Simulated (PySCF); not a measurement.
Species: p-toluidine, C7H9N.
Bonds: C1–C2, C2–C3 (aromatic), C3–C4 (aromatic), C4–C5 (aromatic), C5–N6, C5–C7 (aromatic), C7–C8 (aromatic), C2–C8 (aromatic). Hydrogens: H9, H10, H11 on C1; H12 on C3; H13 on C4; H14, H15 on N6; H16 on C7; H17 on C8.

A linear-response calculation (PySCF, def2-SVPD basis, gas phase, vertical, core orbitals frozen in the response) gave these numbers; the functional is withheld.

Orbital energies (eV): HOMO-3 -10.78, HOMO-2 -10.06, HOMO-1 -8.33, HOMO -6.91, LUMO 0.95, LUMO+1 1.36, LUMO+2 1.53.

| state | E (eV) | f | main configurations (H = HOMO, L = LUMO) |
| --- | --- | --- | --- |
| S1 | 4.74 | 0.038 | H→L (89%) |
| S2 | 5.45 | 0.077 | H→L+1 (81%) |
| S3 | 5.63 | 0.122 | H→L+2 (69%), H→L+3 (11%), H-1→L (9%) |
| S4 | 6.16 | 0.0022 | H→L+3 (71%), H→L+2 (16%) |
| S5 | 6.32 | 0.0009 | H→L+4 (88%) |
| S6 | 6.75 | 0.622 | H-1→L (80%) |

Triplets (Tamm–Dancoff): T1 3.80 eV, H→L+1 (55%), H→L+2 (19%), H-1→L (17%); T2 3.85 eV, H→L (96%); T3 4.60 eV, H-1→L (79%), H→L+1 (14%); T4 5.36 eV, H→L+2 (48%), H→L+1 (24%), H→L+3 (19%).

Vertical ionisation energy by ΔSCF with the same functional: 7.59 eV. Mean static polarisability: 92.2 au.

Question: Which of these was used?
A. B3LYP
B. CAM-B3LYP
C. PBE
D. HF

Answer: B. CAM-B3LYP is range-separated, 19% exact exchange at short range and 65% at long range (ω = 0.33 bohr⁻¹). In this run −ε(HOMO) = 6.91 eV differs from the ΔSCF value by -0.68 eV, and S1 differs from the orbital gap of 7.87 eV by -3.12 eV. The ratio −ε(HOMO)/IP is 0.91. Small neutral molecules mostly give 0.85 to 0.93 with CAM-B3LYP, 0.5 to 0.7 with PBE, 0.67 to 0.83 with B3LYP; with Hartree–Fock the ratio is 1 or more (Koopmans' value less the relaxation energy is the ΔSCF value). The other options: PBE, a GGA without exact exchange; HF, time-dependent Hartree–Fock, 100% exact exchange; B3LYP, a global hybrid with 20% exact exchange.

Computed with PySCF 2.14.0, density-fitted response routines, TDDFT CAM-B3LYP/def2-SVPD, vertical, gas phase, core orbitals frozen in the response. Geometry: PBE0-D3(BJ)/def2-SVP; no solvent, vibrations or thermal averaging.

The values belong to the conformer `[CH3:1][c:2]1[cH:3][cH:4][c:5]([NH2:6])[cH:7][cH:8]1`: H–N6–C5–C4 23°, H–N6–C5–C4 159°.
